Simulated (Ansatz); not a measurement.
SnF2, 3 atoms. Hardware: 4 threads of AMD EPYC 7R43 on a shared host.

In the def2 sets Sn takes a core potential; there is no spin–orbit coupling. Correlated methods freeze 6 core orbitals; core or outer-core shells of Sn are correlated, in sets that lack core-valence functions.

Question: How many basis functions does each of these Ansatz runs have, and roughly what does it cost? RPA@PBE/def2-TZVP, charge 0 singlet, energy, from earlier orbitals; CCSD(T)/def2-TZVPP, charge 1 doublet at the geometry of the charge 0 singlet, energy, from earlier orbitals; PBE0-D4/def2-TZVP, charge 1 doublet at the geometry of the charge 0 singlet, energy; PBE0-D4/def2-TZVP, charge 0 singlet, energy, from earlier orbitals; PBE0-D4/def2-TZVP, charge 1 doublet, relaxation, 5 steps; PBE0-D4/def2-SVP, charge 0 singlet, energy, from earlier orbitals; r2SCAN-D4/def2-TZVP, charge 1 doublet at the geometry of the charge 0 singlet, energy, from earlier orbitals; CAM-B3LYP-D4/def2-TZVP, charge 0 singlet, energy, from earlier orbitals; HF/STO-3G, charge 0 singlet, energy; r2SCAN-D4/def2-TZVP, charge 0 triplet at the geometry of the charge 0 singlet, energy, from earlier orbitals; PBE0-D4/def2-TZVP, charge 0 singlet, relaxation, 4 steps; PBE-D4/def2-TZVP, charge 1 doublet at the geometry of the charge 0 singlet, energy, from earlier orbitals.

Answer: Other jobs shared the machine, so times can vary by a factor of up to 3. A dash marks memory too small to be measured apart from the calling script's.

```tsv
run	functions	fitting or Cholesky vectors	wall time	peak host memory (GiB)
HF/STO-3G, charge 0 singlet, energy	37	505	0.3 s	–
PBE0-D4/def2-SVP, charge 0 singlet, energy, from earlier orbitals	54	594	0.65 s	–
CAM-B3LYP-D4/def2-TZVP, charge 0 singlet, energy, from earlier orbitals	112	744	0.9 s	–
PBE0-D4/def2-TZVP, charge 0 singlet, energy, from earlier orbitals	112	773	1 s	–
PBE-D4/def2-TZVP, charge 1 doublet at the geometry of the charge 0 singlet, energy, from earlier orbitals	112	700	1.1 s	–
PBE0-D4/def2-TZVP, charge 1 doublet at the geometry of the charge 0 singlet, energy	112	773	1.3 s	–
RPA@PBE/def2-TZVP, charge 0 singlet, energy, from earlier orbitals	112	894	1.4 s	–
r2SCAN-D4/def2-TZVP, charge 0 triplet at the geometry of the charge 0 singlet, energy, from earlier orbitals	112	700	1.9 s	–
r2SCAN-D4/def2-TZVP, charge 1 doublet at the geometry of the charge 0 singlet, energy, from earlier orbitals	112	700	2 s	–
PBE0-D4/def2-TZVP, charge 0 singlet, relaxation, 4 steps	112	773	3 s	–
PBE0-D4/def2-TZVP, charge 1 doublet, relaxation, 5 steps	112	773	5 s	–
CCSD(T)/def2-TZVPP, charge 1 doublet at the geometry of the charge 0 singlet, energy, from earlier orbitals	112	894	15 s	0.88
```
